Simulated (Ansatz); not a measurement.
The cluster Cu2I3. Charge 0, multiplicity 2. Geometry B3LYP-D4/def2-SVP, basis def2-TZVP, Ansatz.

Cartesian coordinates in Å:
```
Cu 1.107 0.643 0.377
Cu -0.389 -0.602 -1.127
I -0.229 0.822 2.432
I -2.373 -0.963 0.278
I 1.884 0.100 -1.959
```

```csv
run,HOMO (eV),LUMO (eV)
A,-5.97,-5.47
B,-6.26,-5.48
C,-7.28,-5.02
D,-6.89,-5.37
E,-6.15,-5.77
```

In the def2 sets I takes a core potential; there is no spin–orbit coupling. HSE06 is defined as in plane-wave codes, on full-range PBE exchange. The structure comes from a short search, and lower isomers may exist.

HOMO and LUMO are taken over both spins.

Question: The runs used HSE06, LDA (SPW92), PBE, PBE0, r2SCAN. Estimate which is which.

Answer: A PBE (0 % exact exchange); B r2SCAN (0 % exact exchange); C PBE0 (25 % exact exchange); D HSE06 (range-separated); E LDA (SPW92) (0 % exact exchange). Exact exchange lowers occupied and raises empty levels; among semilocal functionals meta-GGAs tend to open the gap a little, and such runs are hard to tell apart. The gap grows from 0.38 eV (LDA (SPW92)) to 2.25 eV (PBE0).
